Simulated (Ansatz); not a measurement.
CH5F2NOSi can be A, `CO[Si](N)(F)F`, or B, `N[SiH2]C(O)(F)F`.

Program: Ansatz. Geometries: PBE0-D4/def2-TZVP. ΔE: electronic, gas phase. CCSD(T)/CBS adds triple-zeta CCSD(T) − MP2 to the extrapolated MP2 energy (def2 sets, frozen cores). Functionals use def2-TZVPP. B3LYP here is the variant with VWN-RPA as its local correlation; programs differ in this. Each species was taken in one conformer, which may not be the lowest.

Q: Which is lower in electronic energy at CCSD(T)/CBS, and by how much? (Estimate.)

A: Ansatz gave: A, by 521.7 kJ/mol.

Q: Give E(B) − E(A) in kJ/mol with CCSD(T)/def2-TZVPP, PBE-D4, HF/def2-TZVPP, B3LYP-D4, PBE0-D4, CCSD/def2-TZVPP, MP2/def2-TZVPP. (An estimate is asked.)

A: Computed: CCSD(T)/def2-TZVPP 513.2, PBE-D4 465.8, HF/def2-TZVPP 536.0, B3LYP-D4 503.9, PBE0-D4 487.1, CCSD/def2-TZVPP 520.2, MP2/def2-TZVPP 530.9. None reverses the order clearly.

Largest T1 diagnostic: 0.012.

In def2-TZVPP, CCSD(T) changes the Hartree–Fock value by −22.8 kJ/mol (the triples alone add −7.0 kJ/mol) and MP2 by −5.0 kJ/mol. From PBE to PBE0 (25 % exact exchange), in def2-TZVPP and without D4, E(B) − E(A) moves by +21.4 kJ/mol.
